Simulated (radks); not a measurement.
Computed order of ionisation of germanium. At each step one electron was removed from each of the four highest sub-shells of the ion before, moves of one valence electron (up to charge 6) and the configuration listed by NIST were tried, and the lowest configuration was kept. All-electron calculation, non-relativistic Kohn-Sham, PBE, spin-polarised, spherical densities, point nucleus. Program: a radial shooting solver on a logarithmic mesh with Libxc functionals. Open shells are filled with parallel spins first.

| species | lowest configuration found | NIST configuration | margin to the next tried (eV) | IE (eV) | NIST IE (eV) | kind |
|---|---|---|---|---|---|---|
| Ge | [Ar] 3d10 4s2 4p2 | same | 5.297 | 7.975 | 7.899 | exp. |
| Ge+ | [Ar] 3d10 4s2 4p1 | same | 6.377 | 15.695 | 15.935 | exp. |
| Ge2+ | [Ar] 3d10 4s2 | same | 7.844 | 33.871 | 34.058 | exp. |
| Ge3+ | [Ar] 3d10 4s1 | same | 9.934 | 46.000 | 45.716 | exp. |
| Ge4+ | [Ar] 3d10 | same | 29.560 | 91.204 | 90.50 | exp. |
| Ge5+ | [Ar] 3d9 | same | 39.364 | 117.92 | 115.9 | semi-emp. |
| Ge6+ | [Ar] 3d8 | same | 49.946 | 146.58 | 145 | theory |
| Ge7+ | [Ar] 3d7 | same | 85.880 | 177.02 | 176 | theory |
| Ge8+ | [Ar] 3d6 | same | 85.890 | 209.06 | 213 | theory |
| Ge9+ | [Ar] 3d5 | same | 85.674 | 253.15 | 252 | theory |
| Ge10+ | [Ar] 3d4 | same | 74.629 | 289.83 | 286 | theory |
| Ge11+ | [Ar] 3d3 | same | 75.174 | 328.01 | 326 | theory |
| Ge12+ | [Ar] 3d2 | same | 75.661 | 367.62 | 367 | theory |
| Ge13+ | [Ar] 3d1 | same | 76.134 | 408.54 | 407 | theory |

Reference values: NIST Atomic Spectra Database (exp. = measured, semi-emp. = semi-empirical, theory = theoretical value adopted there). Open shells are spherical and high-spin; term and fine-structure splittings are not resolved.
